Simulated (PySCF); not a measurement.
cyclopropane (C$_{3}$H$_{6}$), singlet, geometry from GFN2-xTB. Base run: WB97X/6-31G* (PySCF).

Input for PySCF:
```python
from pyscf import gto, scf, dft

mol = gto.Mole()
mol.atom = '''
    C    -0.001647    0.863879    0.014277
    C     0.749028   -0.430640    0.000480
    C    -0.747382   -0.433240   -0.014757
    H    -0.011940    1.440071    0.926921
    H     0.006394    1.469948   -0.878830
    H     1.270736   -0.710376   -0.902067
    H     1.252402   -0.740253    0.903684
    H    -1.267963   -0.744633    0.878021
    H    -1.249629   -0.714756   -0.927730
'''
mol.basis = '6-31g*'
mol.charge = 0
mol.spin = 0
mol.verbose = 4
mol.build()

mf = dft.RKS(mol)
mf.xc = 'wb97x'
mf.kernel()
```

Each row names what was changed in the base input (with any setting that the change needs).

```
change                                     ΔE vs base (mEh)  grid points  electrons on the grid
-----------------------------------------  ----------------  -----------  ---------------------
base                                                  0.000       101208               24.00002
grids.radi_method = gauss_chebyshev                   0.000        98720               24.00002
grids.radi_method = mura_knowles                      0.000        96672               24.00002
grids.becke_scheme = stratmann                        0.000       101208               24.00002
grids.level = 0                                     -26.605         6984               24.01833
grids.prune = dft.gen_grid.treutler_prune             0.063        86624               24.00002
grids.atom_grid = (50, 194)                           0.162        59584               23.99992
grids.radi_method = delley                            0.001       109416               24.00002
small_rho_cutoff = 0                                  0.000       101208               24.00002
grids.prune = dft.gen_grid.sg1_prune                  0.148        44856               23.99990
grids.level = 7                                       0.015       560504               24.00000
```
